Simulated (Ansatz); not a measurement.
Program: Ansatz. Geometries: PBE0-D4/def2-TZVP. ΔE: electronic, gas phase. CCSD(T)/CBS is the MP2 limit (def2-TZVPP, def2-QZVPP) plus CCSD(T) − MP2 in def2-TZVPP, frozen cores. This one scheme is used for every species. Functionals use def2-TZVPP. B3LYP here is the variant with VWN-RPA as its local correlation; programs differ in this. For Zn outer-core shells are correlated without core-valence functions, which leaves a few kJ/mol of doubt a bond. Scalar relativity is left out up to krypton. Each species was taken in one conformer, which may not be the lowest.

`[F][Zn][CH2][SiH3]` + CH₃SH → `C[S][Zn][F]` + `C[SiH3]`  (ligand exchange at a Zn–C bond)

```csv
level,ΔE (kJ/mol)
PBE-D4,-73.7
B3LYP-D4,-77.0
ωB97X-V,-75.4
r2SCAN,-77.7
MP2/def2-TZVPP,-68.8
HF/def2-QZVPP,-93.5
MP2/def2-QZVPP,-73.9
HF/CBS(def2),-93.8
```

Q: What does CCSD(T)/CBS give? (Best estimate.)

A: Ansatz gave: -77.3 kJ/mol. The listed levels differ from it by 3.6, 0.3, 1.9, -0.4, 8.5, -16.2, 3.4, -16.5 kJ/mol.

Largest T1 diagnostic among the species: 0.015.

In def2-TZVPP, CCSD(T) changes the Hartree–Fock value by +21.8 kJ/mol (the triples alone add +1.8 kJ/mol) and MP2 by +22.6 kJ/mol.
